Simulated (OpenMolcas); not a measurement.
Ga III: from CASSCF to CASPT2

```json
{"Program": "OpenMolcas 26.06", "Basis": "ANO-R2 [6s5p4d3f1g]", "Scalar Hamiltonian": "X2C, finite nucleus", "Active space": "1 electron in 8 orbitals (4s 4p 5s 5p)", "State averaging": "2S+1 = 2 even, 1 root; 2S+1 = 2 odd, 3 roots", "Spin-orbit coupling": "RASSI with atomic mean-field integrals over the reference wave functions, term energies averaged over their components"}
```

Methods on the same reference wave functions:
A. CASSCF
B. SS-CASPT2, IPEA 0.25 Eh, imaginary shift 0.1 Eh (closed shells correlated: 3d)

Energies in cm-1 above 4s 2S 1/2, the measured ground level; measured values from Shirai, Reader, Kramida and Sugar, J. Phys. Chem. Ref. Data 36, 509 (2007).

| Level | A | B | Measured |
| --- | --- | --- | --- |
| 4s 2S 1/2 | 0.0 | 0.0 | 0.0 |
| 4p 2P* 1/2 | 62684 | 65005 | 65169 |
| 4p 2P* 3/2 | 64038 | 66359 | 66888 |

Deviations, from unrounded energies. A percentage is the sum of absolute deviations over the sum of measured energies, with the sign that they share, or ± where signs differ.

```tsv
Against measurement	Levels	A	B
mean absolute deviation (cm-1)	2	2700	350
other configurations (%)	2	-4.0	-0.5
```

B lies closest to measurement on these levels. The largest miss of B in the table is 4p 2P* 3/2, by -530 cm-1. The ranking rests on the paired levels alone, and a cruder setting can come out closer through cancelling errors.

The lowest spin-free term lies below A's lowest term by 0.455 hartree in B.

With one active electron outside closed inactive shells, the extra shells (5p 5s) add no correlation to the reference. With one active electron the reference holds no correlation, so core polarisation is missing (holds for A). With one active electron, CASPT2 adds the correlation within the correlated inactive shells and between them and that electron, and leaves the splitting within a term as the reference gives it (holds for B). Measured partners are found by configuration, term and J. A level has none where our copy of the source lacks it or the pairing is in doubt (some pairs that miss far off the trend of their configuration count as doubtful), and it then counts in no deviation. Only configurations of the active space appear.

* marks odd parity.
